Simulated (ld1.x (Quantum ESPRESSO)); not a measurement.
# Varying the PAW potential for praseodymium

Base potential:

praseodymium (Pr), PAW, made with ld1.x (Quantum ESPRESSO) 7.5 (PBE, scalar-relativistic). Core [Kr] 4d10, reference 4f3 5s2 5p6 5d0 6s0.5 6p0 (charge +1.5). Waves: 5s (bound): rcut 1.90, rcutus 2.00 bohr; 6s (bound): rcut 1.90, rcutus 2.00 bohr; 5p (bound): rcut 2.25, rcutus 2.80 bohr; 6p (bound, empty): rcut 2.25, rcutus 2.80 bohr; 5d (bound, empty): rcut 2.70, rcutus 3.20 bohr; 5d channel at 0.3 Ry: rcut 2.70, rcutus 3.20 bohr; 4f (bound): rcut 1.50, rcutus 1.85 bohr; 4f channel at 3.65 Ry: rcut 1.50, rcutus 1.85 bohr. Local part: all-electron potential smoothed inside 2.05 bohr (lloc = -1). Core correction: Bessel-smoothed model core inside 1.85 bohr. Augmentation charge: BESSEL, radius 1.70 bohr.

Cutoffs, loose and tight: the cutoffs (Ry, on a coarse ladder) from which the occupation-weighted sum of valence levels, in a spherical-Bessel basis at the reference potential, stays within 10 and 1 mRy of its value at 400 Ry. They do not see the model core or the augmentation charge, which bear on the density cutoff. Test errors are all-electron minus pseudo excitation energies from the reference, over the configurations 4f3 5s2 5p6 5d0 6s2 6p0; 4f3 5s2 5p6 5d0 6s1 6p0; 4f3 5s2 5p6 5d0 6s0 6p0; 4f3 5s2 5p6 5d0 6s1 6p1; 4f3 5s2 5p5 5d0 6s2 6p0; 4f1 5s2 5p6 5d0 6s0 6p0; 4f3 5s2 5p6 5d0.5 6s1.5 6p0. A dash means not determined; rows that change the core or the reference have their own tests. The largest error is taken over the tests solved by every variant that gives reliable tests at all: 4f3 5s2 5p6 5d0 6s0 6p0; 4f3 5s2 5p6 5d0 6s1 6p0; 4f3 5s2 5p6 5d0 6s2 6p0.

Cutoffs are not given where the Bessel-basis levels miss the radial ones by over 6 mRy, ghosts where they miss by over 20 mRy; a channel whose overlap is not positive is not tested.

A file whose overlap is not positive is unfit for use, and its test errors describe a broken file.

| change | outcome | bound ghosts | largest test error (meV) |
| --- | --- | --- | --- |
| base | generated, overlap not positive | not determined (overlap not positive) | +3.7 |
| waves 5p (bound): rcut 1.84, rcutus 1.94 bohr; 6p (bound): rcut 1.84, rcutus 1.94 bohr | generated, overlap not positive | not determined (overlap not positive) | +3.7 |
| waves 5p (bound): rcut 1.96, rcutus 2.08 bohr; 6p (bound): rcut 1.96, rcutus 2.08 bohr | generated, overlap not positive | not determined (overlap not positive) | +3.6 |
| waves 5p (bound): rcut 2.25, rcutus 2.50 bohr; 6p (bound): rcut 2.25, rcutus 2.50 bohr | generated, overlap not positive | not determined (overlap not positive) | +3.7 |
| waves 5p (bound): rcut 2.25, rcutus 2.78 bohr; 6p (bound): rcut 2.25, rcutus 2.78 bohr | generated, overlap not positive | not determined (overlap not positive) | +3.7 |
| waves 5p (bound): rcut 2.25, rcutus 3.22 bohr; 6p (bound): rcut 2.25, rcutus 3.22 bohr | generated, overlap not positive | not determined (overlap not positive) | +5.3 |

What comes out with this change to the base: waves 5p (bound): rcut 2.25, rcutus 4.10 bohr; 6p (bound): rcut 2.25, rcutus 4.10 bohr?

outcome: generated, overlap not positive; bound ghosts: not determined (overlap not positive); largest test error (meV): +47. A file whose overlap is not positive is unfit for use, and its test errors describe a broken file.

What comes out with this change to the base: waves 5p (bound): rcut 2.25, rcutus 3.86 bohr; 6p (bound): rcut 2.25, rcutus 3.86 bohr?

outcome: generated, overlap not positive; bound ghosts: not determined (overlap not positive); largest test error (meV): +26. A file whose overlap is not positive is unfit for use, and its test errors describe a broken file.

What comes out with this change to the base: waves 5p (bound): rcut 2.25, rcutus 3.46 bohr; 6p (bound): rcut 2.25, rcutus 3.46 bohr?

outcome: generated, overlap not positive; bound ghosts: not determined (overlap not positive); largest test error (meV): +10. A file whose overlap is not positive is unfit for use, and its test errors describe a broken file.
